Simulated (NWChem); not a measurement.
System: CH7AsSi; SMILES C[SiH2][AsH2]

NWChem input:

```
start job
memory heap 200 mb stack 900 mb global 1100 mb
geometry units angstroms noautoz
  Si     0.613520    -1.123710    -0.000089
  C     -0.819442    -2.342899     0.006523
  As    -0.032725     1.163158     0.016728
  H      1.482368    -1.333131     1.201079
  H      1.461317    -1.321645    -1.218124
  H     -1.442828    -2.208207     0.903494
  H     -0.445021    -3.378925    -0.000732
  H     -1.457180    -2.200930    -0.879177
  H     -1.077720     0.937786    -1.074343
  H     -1.055507     0.927604     1.126519
end
basis spherical
  * library cc-pvdz
end
dft
  xc b3lyp
  iterations 150
  mulliken
end
task dft energy
```

The geometry was optimised at PBE0/def2-SVP.

### Question
What results follow from this input? (B3LYP/cc-pVDZ.) Quantities: basis functions; energy (Ha); highest occupied level (eV); orbital gap (eV); dipole (D).

### Answer
number of basis functions: 94
energy (Ha): -2567.73
highest occupied level (eV): -7.00
orbital gap (eV): 7.54
dipole (D): 1.27
